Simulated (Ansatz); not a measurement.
Ansatz (a quantum-chemistry and plane-wave program) input (r2SCAN/def2-TZVPD):

Ansatz 0.2 input:
```yaml
crystal:
  periodic: [false, false, false]
  atoms:
    - {symbol: Si, position_ang: [-0.00146862, 0.02772839, 0.01498437]}
    - {symbol: C, position_ang: [1.53236642, -1.02402465, -0.03883585]}
    - {symbol: C, position_ang: [-1.44023535, -0.71545909, -0.90117810]}
    - {symbol: O, position_ang: [-0.55574372, 0.22934555, 1.56305928]}
    - {symbol: O, position_ang: [0.46547118, 1.47504821, -0.64200789]}
    - {symbol: H, position_ang: [1.34616186, -2.00800871, 0.39602535]}
    - {symbol: H, position_ang: [2.34884590, -0.55662798, 0.51637081]}
    - {symbol: H, position_ang: [1.87187653, -1.16458856, -1.06705481]}
    - {symbol: H, position_ang: [-1.19356382, -0.87312365, -1.95298420]}
    - {symbol: H, position_ang: [-2.31595967, -0.06428147, -0.85190918]}
    - {symbol: H, position_ang: [-1.72131798, -1.67803708, -0.46909508]}
    - {symbol: H, position_ang: [0.05303436, 0.59411166, 2.21025778]}
    - {symbol: H, position_ang: [-0.19912252, 2.16411071, -0.71971927]}
basis:
  gaussian:
    orbitals: def2-TZVPD
hamiltonian:
  xc: {name: r2SCAN}
magnetization: {spin_polarized: true, initial_magnetization: 2}
```

End of the output:

```
integrals: 0.23 GiB planned
1399 factors; their error is unknown
mean field: 2.02 GiB planned
mean field evaluation 1: about -14154.9809 eV, gradient 6.4e1 eV
mean field evaluation 2: about -14140.7330 eV, gradient 8.1e1 eV
mean field evaluation 4: about -14169.0205 eV, gradient 2.5e1 eV
mean field evaluation 8: about -14172.2266 eV, gradient 3.8e-1 eV
mean field evaluation 16: about -14172.1898 eV, gradient 1.1e-2 eV
mean field evaluation 32: about -14172.1898 eV, gradient 1.2e-5 eV
mean field evaluation 64: about -14172.1849 eV, gradient 2.5e-1 eV
mean field evaluation 96: about -14170.5708 eV, gradient 7.4e0 eV
mean field evaluation 128: about -14172.1077 eV, gradient 2.7e0 eV
mean field -14172.18982652 eV, -520.8183698695 hartree, gradient 2.7e-6 eV, S^2 2.005403; 11 other end points of the search recorded, 0 dependent functions left out
reference -14172.18985634 eV, -520.8183709651 hartree; 26, 24 occupied and 243, 245 virtual orbitals, 1399 factors
Total energy: -14172.18985634 eV, -520.8183709651 hartree
```

This state (charge 0, triplet) is run at the relaxed geometry of the species with charge 0 and multiplicity 1, and is a spin state other than that species' own.
